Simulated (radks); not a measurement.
All-electron atom: Rb in [Kr] 5s(up 0.5, down 0.5) (fractional occupations, a model configuration). Method: scalar-relativistic Kohn-Sham, PBE, spin-polarised, spherical densities, point nucleus; computed with a radial shooting solver on a logarithmic mesh with Libxc functionals. Some entries of the table are withheld. Estimate them.

orbital  occ.  eigenvalue (hartree)  <1/r> (bohr^-1)  <r> (bohr)
1s          2             -552.4827            37.88     0.04029
2s          2                   (1)            8.433      0.1778
2p          6             -65.42276            8.240      0.1551
3s          2             -10.95134            2.808      0.5106
3p          6              -8.26403            2.654      0.5188
3d         10              -3.82059              (2)      0.5253
4s          2              -1.17207           0.9193       1.456
4p          6              -0.58667           0.7679       1.727
5s          1              -0.08201           0.2405         (3)

Answer. 
(1) 2s eigenvalue (hartree): -73.80135
(2) 3d <1/r> (bohr^-1): 2.390
(3) 5s <r> (bohr): 5.246
